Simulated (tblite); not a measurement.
Record of a relaxation.

Species: C4H13GeN.
Numbering: `[CH3:1][NH:2][GeH2:3][CH:4]([CH3:5])[CH3:6]` (hydrogens: H7, H8, H9 on C1; H10 on N2; H11, H12 on Ge3; H13 on C4; H14, H15, H16 on C5; H17, H18, H19 on C6)

Computed with GFN2-xTB (tblite), gas phase: L-BFGS steps from a force-field or distance-geometry start until the largest atomic force falls under 0.01 eV/Å. 7 of its 177 geometries are shown.

Step 0: E = -544.2831 eV, largest atomic force 1.847 eV/Å
```
atom  x, y, z in Å  |  force x, y, z in eV/Å
C1      3.170    0.253   -0.100    0.385  -0.199  -0.196
N2      1.879    0.860   -0.450    0.109  -0.572   0.146
Ge3     0.524   -0.422   -0.569    0.678  -0.118  -0.556
C4     -1.231    0.346   -0.251   -0.800   0.002   0.078
C5     -2.240   -0.471   -1.044   -0.234  -0.181  -0.133
C6     -1.682    0.269    1.182   -0.939   0.784   1.384
H7      3.571   -0.294   -0.986    0.222   0.415   0.634
H8      3.027   -0.510    0.692    0.034   0.548  -0.292
H9      3.893    1.017    0.279   -0.518  -0.525  -0.467
H10     1.950    1.281   -1.380    0.095   0.133   0.441
H11     0.838   -1.648    0.294    0.022   0.281  -0.147
H12     0.502   -0.881   -2.063    0.071  -0.138   0.368
H13    -1.300    1.380   -0.628    0.357  -0.209   0.343
H14    -3.070    0.191   -1.359    0.317  -0.744   0.019
H15    -1.676   -0.879   -1.893   -0.909  -0.069  -0.112
H16    -2.615   -1.295   -0.391    0.140   0.544  -0.896
H17    -2.611    0.883    1.278    0.530  -0.384   0.092
H18    -0.965    0.680    1.909   -0.080  -0.145  -0.320
H19    -1.973   -0.751    1.519    0.520   0.577  -0.387
```

Step 29: E = -544.8853 eV, largest atomic force 0.131 eV/Å
```
atom  x, y, z in Å  |  force x, y, z in eV/Å
C1      3.208    0.256   -0.086   -0.051  -0.010  -0.015
N2      1.824    0.655   -0.292   -0.078  -0.024  -0.048
Ge3     0.517   -0.597   -0.602   -0.021  -0.033   0.041
C4     -1.263    0.282   -0.358    0.118  -0.003  -0.042
C5     -2.382   -0.423   -1.116    0.006  -0.005   0.039
C6     -1.588    0.342    1.128   -0.017  -0.011  -0.023
H7      3.668   -0.184   -0.976    0.080   0.045  -0.043
H8      3.241   -0.490    0.706   -0.057  -0.029   0.010
H9      3.798    1.117    0.232   -0.011   0.005  -0.027
H10     1.779    1.460   -0.908   -0.003  -0.086   0.070
H11     0.801   -1.670    0.429   -0.013   0.060  -0.096
H12     0.573   -1.269   -1.976    0.108  -0.034   0.021
H13    -1.166    1.300   -0.746   -0.053   0.054   0.022
H14    -3.288    0.181   -1.088   -0.019  -0.013  -0.028
H15    -2.122   -0.608   -2.160    0.033   0.058   0.113
H16    -2.602   -1.378   -0.641    0.024  -0.042  -0.069
H17    -2.546    0.835    1.295    0.034   0.047   0.039
H18    -0.809    0.872    1.677   -0.056   0.003  -0.044
H19    -1.653   -0.672    1.519   -0.023   0.020   0.080
```

Step 59: E = -544.9162 eV, largest atomic force 0.082 eV/Å
```
atom  x, y, z in Å  |  force x, y, z in eV/Å
C1      3.186    0.253   -0.106    0.015   0.004  -0.002
N2      1.784    0.600   -0.258    0.012  -0.027   0.024
Ge3     0.501   -0.654   -0.579    0.025   0.020  -0.075
C4     -1.255    0.272   -0.360    0.016  -0.015  -0.025
C5     -2.365   -0.444   -1.118   -0.008   0.006   0.001
C6     -1.577    0.404    1.123    0.006   0.001  -0.017
H7      3.679   -0.012   -1.049   -0.007   0.013  -0.005
H8      3.259   -0.602    0.564   -0.021   0.004  -0.019
H9      3.724    1.091    0.341    0.015   0.002   0.010
H10     1.685    1.446   -0.804    0.017   0.024   0.000
H11     0.778   -1.717    0.453   -0.024  -0.012   0.002
H12     0.627   -1.341   -1.943   -0.001  -0.005   0.041
H13    -1.150    1.280   -0.775   -0.002  -0.012  -0.008
H14    -3.316    0.071   -0.989   -0.011   0.009   0.015
H15    -2.139   -0.481   -2.182    0.007  -0.010   0.000
H16    -2.477   -1.466   -0.760   -0.001  -0.001   0.023
H17    -2.491    0.975    1.276   -0.022  -0.004  -0.002
H18    -0.762    0.913    1.634    0.003   0.001   0.032
H19    -1.702   -0.580    1.572   -0.020   0.003   0.007
```

Step 88: E = -544.9217 eV, largest atomic force 0.029 eV/Å
```
atom  x, y, z in Å  |  force x, y, z in eV/Å
C1      3.204    0.245   -0.122   -0.009   0.010  -0.001
N2      1.798    0.597   -0.217   -0.009  -0.005  -0.006
Ge3     0.508   -0.641   -0.578    0.004  -0.022   0.017
C4     -1.259    0.272   -0.376    0.006   0.013  -0.002
C5     -2.372   -0.471   -1.103    0.008  -0.007  -0.001
C6     -1.586    0.434    1.103    0.000  -0.002   0.011
H7      3.686    0.116   -1.098    0.004  -0.012   0.009
H8      3.290   -0.692    0.426   -0.020   0.003  -0.017
H9      3.741    1.018    0.430    0.007   0.007  -0.003
H10     1.689    1.476   -0.706    0.000   0.003   0.020
H11     0.749   -1.713    0.458   -0.003  -0.002  -0.012
H12     0.666   -1.333   -1.932   -0.011   0.006  -0.004
H13    -1.167    1.268   -0.818    0.005   0.028  -0.004
H14    -3.324    0.044   -0.977    0.011  -0.001  -0.004
H15    -2.155   -0.540   -2.168   -0.001  -0.008  -0.007
H16    -2.476   -1.481   -0.711   -0.001  -0.006   0.008
H17    -2.488    1.028    1.243   -0.009  -0.002  -0.021
H18    -0.767    0.924    1.625    0.015   0.007  -0.005
H19    -1.747   -0.542    1.558    0.003  -0.011   0.022
```

Step 117: E = -544.9257 eV, largest atomic force 0.015 eV/Å
```
atom  x, y, z in Å  |  force x, y, z in eV/Å
C1      3.205    0.229   -0.132    0.000   0.000   0.002
N2      1.793    0.564   -0.128    0.001   0.014  -0.004
Ge3     0.507   -0.645   -0.584    0.007  -0.003   0.005
C4     -1.257    0.270   -0.389   -0.004  -0.001  -0.001
C5     -2.366   -0.508   -1.084   -0.004  -0.002   0.000
C6     -1.581    0.488    1.084    0.001   0.001  -0.001
H7      3.647    0.220   -1.135    0.000  -0.006   0.004
H8      3.326   -0.764    0.299   -0.009   0.005   0.001
H9      3.756    0.944    0.482    0.003  -0.005   0.001
H10     1.650    1.494   -0.499    0.000  -0.010   0.007
H11     0.716   -1.786    0.382    0.002   0.006  -0.005
H12     0.686   -1.249   -1.976    0.004   0.001  -0.011
H13    -1.174    1.251   -0.870   -0.003   0.000  -0.001
H14    -3.314    0.025   -1.013   -0.003  -0.002   0.005
H15    -2.132   -0.654   -2.137   -0.003  -0.002   0.003
H16    -2.490   -1.487   -0.624    0.004  -0.002  -0.002
H17    -2.512    1.042    1.198    0.005   0.002   0.001
H18    -0.783    1.046    1.572    0.000  -0.003  -0.003
H19    -1.688   -0.469    1.592    0.000   0.005  -0.002
```

Step 147: E = -544.9284 eV, largest atomic force 0.014 eV/Å
```
atom  x, y, z in Å  |  force x, y, z in eV/Å
C1      3.194    0.197   -0.088   -0.005   0.002  -0.001
N2      1.787    0.558   -0.062    0.000  -0.005  -0.005
Ge3     0.507   -0.603   -0.649    0.004   0.013  -0.004
C4     -1.272    0.274   -0.423    0.002   0.000  -0.003
C5     -2.381   -0.568   -1.041   -0.003  -0.004  -0.004
C6     -1.549    0.544    1.050    0.003   0.001   0.000
H7      3.628    0.207   -1.095    0.002   0.003   0.012
H8      3.296   -0.810    0.314   -0.002   0.006  -0.008
H9      3.764    0.883    0.541   -0.004  -0.004   0.005
H10     1.662    1.515   -0.365    0.002  -0.009  -0.004
H11     0.698   -1.823    0.217    0.000  -0.007   0.005
H12     0.725   -1.079   -2.085   -0.002  -0.005  -0.003
H13    -1.239    1.234   -0.950   -0.001   0.002   0.002
H14    -3.345   -0.071   -0.940   -0.001   0.001   0.004
H15    -2.191   -0.739   -2.099    0.003  -0.001  -0.002
H16    -2.442   -1.536   -0.546   -0.003   0.000   0.001
H17    -2.483    1.093    1.173    0.001   0.000   0.004
H18    -0.742    1.127    1.490   -0.002   0.003   0.002
H19    -1.629   -0.394    1.596    0.007   0.001  -0.002
```

Step 176: E = -544.9299 eV, largest atomic force 0.009 eV/Å
```
atom  x, y, z in Å  |  force x, y, z in eV/Å
C1      3.182    0.185   -0.047   -0.001   0.000   0.001
N2      1.777    0.550   -0.069   -0.004  -0.001   0.000
Ge3     0.502   -0.589   -0.704    0.001   0.003  -0.003
C4     -1.279    0.276   -0.446    0.000   0.001   0.000
C5     -2.393   -0.597   -1.010    0.002   0.004  -0.001
C6     -1.512    0.575    1.028    0.000  -0.001   0.000
H7      3.668    0.261   -1.026    0.000  -0.001   0.002
H8      3.261   -0.848    0.291    0.002   0.003  -0.002
H9      3.719    0.824    0.657    0.000  -0.001  -0.001
H10     1.666    1.515   -0.349    0.000   0.002  -0.001
H11     0.692   -1.837    0.121    0.000  -0.002   0.000
H12     0.715   -1.018   -2.156    0.002  -0.002  -0.001
H13    -1.277    1.224   -0.995    0.000  -0.003  -0.002
H14    -3.360   -0.108   -0.895    0.000  -0.003   0.002
H15    -2.231   -0.792   -2.069   -0.001  -0.003   0.002
H16    -2.428   -1.552   -0.489   -0.001   0.008  -0.003
H17    -2.462    1.090    1.174    0.000   0.001  -0.001
H18    -0.714    1.200    1.422    0.000  -0.001   0.002
H19    -1.534   -0.350    1.601   -0.001  -0.002   0.003
```

Task: Summarise the path.

Result: The energy falls by 62.41 kJ/mol from step 0 to step 176; nine tenths of that is first reached at step 26. It falls at every step. The largest force goes from 1.847 to 0.009 eV/Å. Among the bonds Ge3–C4 changes most, from 1.942 to 1.996 Å; the atoms move by 0.501 Å rms after alignment.

Task: Follow the three bonds and two angles with the largest change from start to end.

Result: 
| step | E above end (kJ/mol) | largest force (eV/Å) | Ge3–C4 (Å) | N2–Ge3 (Å) | Ge3–H12 (Å) | C1–N2–Ge3 (°) | Ge3–N2–H10 (°) |
| --- | --- | --- | --- | --- | --- | --- | --- |
| 0 | 62.41 | 1.847 | 1.942 | 1.869 | 1.562 | 111.6 | 105.9 |
| 8 | 22.25 | 0.309 | 1.984 | 1.840 | 1.527 | 117.0 | 112.5 |
| 15 | 13.83 | 0.218 | 2.023 | 1.832 | 1.536 | 120.5 | 117.1 |
| 23 | 7.95 | 0.262 | 2.005 | 1.822 | 1.527 | 122.4 | 115.5 |
| 31 | 3.73 | 0.119 | 2.000 | 1.828 | 1.533 | 121.3 | 114.7 |
| 38 | 2.54 | 0.067 | 2.000 | 1.824 | 1.529 | 121.9 | 113.7 |
| 46 | 2.00 | 0.081 | 1.997 | 1.828 | 1.527 | 121.2 | 113.9 |
| 54 | 1.56 | 0.061 | 1.995 | 1.825 | 1.524 | 121.7 | 113.6 |
| 61 | 1.24 | 0.046 | 1.998 | 1.821 | 1.530 | 122.6 | 114.5 |
| 69 | 1.04 | 0.030 | 1.997 | 1.823 | 1.531 | 122.5 | 114.8 |
| 77 | 0.92 | 0.048 | 1.999 | 1.823 | 1.530 | 122.5 | 115.0 |
| 84 | 0.84 | 0.030 | 1.999 | 1.824 | 1.529 | 122.4 | 114.7 |
| 92 | 0.71 | 0.036 | 2.000 | 1.824 | 1.530 | 121.9 | 115.0 |
| 99 | 0.60 | 0.045 | 1.996 | 1.823 | 1.528 | 121.5 | 115.3 |
| 107 | 0.52 | 0.031 | 1.996 | 1.822 | 1.529 | 121.7 | 115.4 |
| 115 | 0.41 | 0.018 | 1.996 | 1.822 | 1.529 | 122.1 | 114.9 |
| 122 | 0.39 | 0.019 | 1.998 | 1.823 | 1.530 | 122.1 | 114.7 |
| 130 | 0.30 | 0.032 | 1.998 | 1.824 | 1.529 | 121.5 | 115.1 |
| 138 | 0.23 | 0.033 | 1.996 | 1.825 | 1.527 | 121.0 | 115.0 |
| 145 | 0.15 | 0.013 | 1.996 | 1.825 | 1.528 | 121.1 | 114.7 |
| 153 | 0.12 | 0.024 | 1.997 | 1.824 | 1.529 | 121.2 | 114.8 |
| 161 | 0.06 | 0.017 | 1.996 | 1.823 | 1.529 | 121.5 | 114.8 |
| 168 | 0.03 | 0.024 | 1.996 | 1.823 | 1.527 | 121.7 | 115.0 |
| 176 | 0.00 | 0.009 | 1.996 | 1.823 | 1.529 | 121.7 | 115.0 |

What follows is the cost of the whole relaxation. On an Arm Neoverse V2 with one thread, shared host with 32 logical CPUs at a one-minute load of 21, this took 0.94 s.
